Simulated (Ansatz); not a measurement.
Reactions of FH$_{3}$OS$_{2}$Si, SMILES `O[Si](F)(S)S`.

Program: Ansatz. Geometries: PBE0-D4/def2-TZVP. ΔE: electronic, gas phase. CBS: MP2 limit from def2 TZ/QZ plus the TZ coupled-cluster correction, frozen cores. This one scheme is used for every species. DFT in def2-TZVPP. For Ge, Ti outer-core shells are correlated without core-valence functions, which leaves a few kJ/mol of doubt a bond. Scalar relativity is left out up to krypton. One conformer a species, not always the lowest.

```csv
reaction,PBE0-D4 (kJ/mol),HF/CBS(def2) (kJ/mol)
`O[Si](F)(S)S` + `CB(C)O` → `O[Si](O)(F)S` + `CB(C)S`,3,-7
`O[Si](F)(S)S` + `[Cl][Ti]12345678([Cl])([C@H]9[C@@H]1[C@@H]2[C@@H]3[C@H]94)[C@H]1[C@@H]5[C@@H]6[C@@H]7[C@H]18` → `O[Si](S)(S)Cl` + `[F][Ti]12345678([Cl])([C@H]9[C@@H]1[C@@H]2[C@@H]3[C@H]94)[C@H]1[C@@H]5[C@@H]6[C@@H]7[C@H]18`,36,41
`O[Si](F)(S)S` + SiH₄ → `O[Si](F)([SiH3])S` + H₂S,63,75
`O[Si](F)(S)S` + CH₄ → `C[Si](F)(S)S` + H₂O,99,122
`O[Si](F)(S)S` + H₂ → `O[SiH](S)S` + H–F,124,132
`O[Si](F)(S)S` → `O[Si]F` + `SS`,316,298
`O[Si](F)(S)S` + `[NH2][GeH]1[O][AlH]1` → `N[Si](O)(S)S` + `[F][GeH]1[O][AlH]1`,23,27
`O[Si](F)(S)S` + H₂ → `F[SiH](S)S` + H₂O,89,87
`O[Si](F)(S)S` + `NC(F)([SiH3])[SiH3]` → `O[Si](F)([SiH3])S` + `NC(F)([SiH3])S`,86,95
`O[Si](F)(S)S` + `FC[SiH2][SiH3]` → `O[SiH](S)S` + `FC[SiH2][SiH2]F`,35,29
```

Question: Give the CCSD(T)/CBS values in the same order. (Best estimate.)

Answer: Ansatz gave: -2, 53, 69, 102, 129, 310, 29, 92, 93, 32 kJ/mol.

Largest T1 diagnostic: 0.018, for `[Cl][Ti]12345678([Cl])([C@H]9[C@@H]1[C@@H]2[C@@H]3[C@H]94)[C@H]1[C@@H]5[C@@H]6[C@@H]7[C@H]18`.
